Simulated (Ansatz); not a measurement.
Multireference treatment of GeH2, singlet

Calculated in Ansatz's Gaussian-basis code. Basis cc-pVTZ, nonrelativistic, 9 orbitals frozen in the corrections. State-specific CASSCF; RHF is the lowest restricted (open-shell) Hartree–Fock solution met. Solutions may break the symmetry of the shape. The lowest solution met needn't be the lowest there is, nor hold the orbitals that a chemist would pick.

Geometry. A bond is stretched, to 1.26 times the sum of the covalent radii.

```xyz
3

Ge    0.0000   -0.1061   -0.1039
H     0.0000   -0.1061    1.8053
H     0.0000    1.8031   -0.1435
```

Question: What do CASSCF and its corrections give against RHF in CAS(4,5), and what are the occupations?

Answer: CASSCF -1.313 eV, SC-NEVPT2 -5.038 eV; occupations 1.94, 1.94, 0.06, 0.05, 0.01.

Question: Roughly how much CPU time does a whole run from the default start take (median of such runs, summed over threads; nearly all runs on one pinned thread of a shared server, mostly Xeon at 2.3 to 2.6 GHz, by a development driver)?

Answer: CAS(4,5): about 4.5 s. Other jobs ran beside these, and the count of passes differs.
